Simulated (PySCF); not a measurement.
## How methods differ on the excitation energy of Se⁺

Se⁺ [Ar] 3d10 4s2 4p3 (4S) → Se⁺ [Ar] 3d10 4s1 4p3 4d1 (6D), as a difference of total energies. Computed with PySCF 2.14 in x2c-TZVPPall with one added diffuse shell each of s, p, d type (7s6p5d1f, 57 functions), with the spin-free X2C one-electron Hamiltonian (Gaussian nucleus). Correlated levels: valence: [Ar] 3d10 frozen. The calculations carry no spin-orbit coupling.

```csv
method,excitation energy (cm⁻¹)
UHF,152290
MP2 (valence),163540
SCS-MP2 (valence),166600
CCSD (valence),165210
CCSD(T) (valence),165700
```

A first-order spin-orbit estimate (lowest level to lowest level, LS coupling) adds -0.012 eV.

The promoted electron is Rydberg-like, and one or two diffuse shells describe it only roughly, which tends to raise the upper state.
